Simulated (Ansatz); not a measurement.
```yaml
crystal:
  periodic: [false, false, false]
  atoms:
    - {symbol: Pd, position_ang: [0.616486, -0.791142, -1.001436]}
    - {symbol: Cu, position_ang: [-0.183221, -0.498872, 1.284308]}
    - {symbol: Cu, position_ang: [-0.433266, 1.290024, -0.282872]}
basis:
  gaussian: {orbitals: def2-mTZVP}
total_charge: 1
magnetization: {spin_polarized: true, initial_magnetization: 1}
hamiltonian: {xc: {name: HSE06}}
correlation: {method: rpa}
scf: {lower_state_search: off}
```

```sh
$ ansatz run in.yaml --threads 4 --pin off --events-out ev --progress --plain --max-ram 3916MiB
```

It prints (some lines left out):

```
Functional definition: HSE06
1114 factors; integrals over basis functions are off by at most 4.3e-4 eV
57 factors; integrals over basis functions are off by at most 3.8e-5 eV
mean field evaluation 1: about -92712.3996 eV, gradient 1.3e2 eV
mean field evaluation 2: about -92712.4863 eV, gradient 1.3e2 eV
mean field evaluation 4: about -92459.8404 eV, gradient 2.4e2 eV
mean field evaluation 8: about -92741.9524 eV, gradient 3.7e0 eV
mean field evaluation 16: about -92742.0734 eV, gradient 1.5e-2 eV
mean field evaluation 32: about -92742.0734 eV, gradient 3.7e-6 eV
mean field -92742.07343019 eV, -3408.2083357244 hartree, gradient 3.2e-6 eV, S^2 0.753388; 0 other end points of the search recorded, 0 dependent functions left out
10 core orbitals not correlated: weight in the atoms' cores, before any rotation towards them, 1.000 or more for the frozen orbitals, at most 0.000 for the correlated occupied ones
reference -92645.62407414 eV, -3404.6638872652 hartree; 28, 27 occupied and 61, 62 virtual orbitals, 1114 factors
Total energy: -92683.22547643 eV, -3406.0457133121 hartree
Checks for a lower state left out: stability, starts, cluster_reference, orbital_swaps, neighbouring_geometries, increment
```

Hardware: 4 threads of Intel Xeon on a shared host. Wall time 3.5 s.

In the def2 sets Pd takes a core potential; there is no spin–orbit coupling. HSE06 is defined as in plane-wave codes, on full-range PBE exchange. Correlated methods freeze 10 core orbitals; core or outer-core shells of Pd are correlated, in sets that lack core-valence functions.
